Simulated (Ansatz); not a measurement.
Job for Ansatz (a program for electronic structure): R-B97M-V/def2-TZVPPD on C2H8OZn (a complex). Files ending in .json are basis or fitting sets from the Basis Set Exchange.

Ansatz 0.2 input:
```yaml
crystal:
  periodic: [false, false, false]
  atoms:
    - {symbol: C, position_ang: [-0.06174966, 2.08216548, -0.20756973]}
    - {symbol: Zn, position_ang: [-0.00395106, 0.05995802, 0.10670318]}
    - {symbol: C, position_ang: [0.09058461, -1.98210733, -0.02291947]}
    - {symbol: H, position_ang: [0.79905814, 2.57491311, 0.23806959]}
    - {symbol: H, position_ang: [-0.94628816, 2.52896537, 0.23991191]}
    - {symbol: H, position_ang: [-0.06990047, 2.35586169, -1.25860766]}
    - {symbol: H, position_ang: [-0.70567375, -2.45556856, 0.54698007]}
    - {symbol: H, position_ang: [1.03006607, -2.35965231, 0.37530943]}
    - {symbol: H, position_ang: [0.01090111, -2.35319772, -1.04096704]}
    - {symbol: O, position_ang: [-0.06616559, 0.15573195, 2.44539038]}
    - {symbol: H, position_ang: [-0.10148504, 0.94696361, 2.98752528]}
    - {symbol: H, position_ang: [-0.05588707, -0.60887588, 3.02516512]}
basis:
  gaussian:
    orbitals: def2-TZVPPD.json
hamiltonian:
  xc: {name: B97M-V}
scf: {lower_state_search: off}
```

Task: Give the final energy of this run.

Result: -1935.3311 hartree.

Task: How many basis functions does it have, and what does it roughly cost on one machine?

Result: 317 functions; very roughly 11 core-seconds.
